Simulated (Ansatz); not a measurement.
Reaction (homolysis of the O–Si bond): `CO[SiH2]S` → `C[O]`• + `[SiH2]S`•

Isolated molecules relaxed with PBE0-D4/def2-TZVP in Ansatz; ΔE leaves out vibrations. CBS: MP2 limit from def2 TZ/QZ plus the TZ coupled-cluster correction, frozen cores. This one scheme is used for every species. DFT in def2-TZVPP. HSE06 is defined as in plane-wave codes. No spin–orbit coupling; open shells (•) take unrestricted orbitals. Each species was taken in one conformer, which may not be the lowest.

`CO[SiH2]S`:

Cartesian coordinates in Å:
```
C 0.425 0.286 -1.598
O -0.413 0.398 -0.469
Si -0.224 -0.532 0.867
S -1.487 0.170 2.418
H 0.206 1.120 -2.267
H 1.485 0.331 -1.321
H 0.243 -0.649 -2.137
H 1.207 -0.496 1.273
H -0.648 -1.936 0.630
H -0.795 1.308 2.604
```

`C[O]`•:

Z-matrix (Å, degrees):
```
C
O 1 1.355
H 1 1.100 2 113.5
H 1 1.108 2 105.3 3 -115.7
H 1 1.100 2 113.5 3 128.6
```

`[SiH2]S`•:

Z-matrix (Å, degrees):
```
Si
S 1 2.132
H 1 1.492 2 111.4
H 1 1.488 2 105.0 3 119.6
H 2 1.344 1 94.7 3 53.7
```

(1) What is ΔE at CCSD(T)/CBS? (An estimate is asked.)

(2) What do these levels give: revPBE-D4, PBE-QIDH, PBE, PBE0, HSE06, MP2/CBS(def2)? (Best estimate.)

Largest T1 diagnostic among the species: 0.019.

## Answers

(1) The calculation gave: +493.9 kJ/mol.

(2) The calculation gave: revPBE-D4 434.7, PBE-QIDH 477.3, PBE 439.4, PBE0 446.4, HSE06 446.6, MP2/CBS(def2) 533.1 kJ/mol.

In def2-TZVPP, CCSD(T) changes the Hartree–Fock value by +120.8 kJ/mol (the triples alone add +8.4 kJ/mol) and MP2 by +160.0 kJ/mol; breaking electron pairs costs correlation energy, which Hartree–Fock lacks. At CCSD(T), def2-SVP lies −44.9 kJ/mol from the extrapolated value and def2-TZVPP −15.6 kJ/mol: correlation converges slowly with the basis, and small sets miss more of it in the bonded molecule than in its fragments.
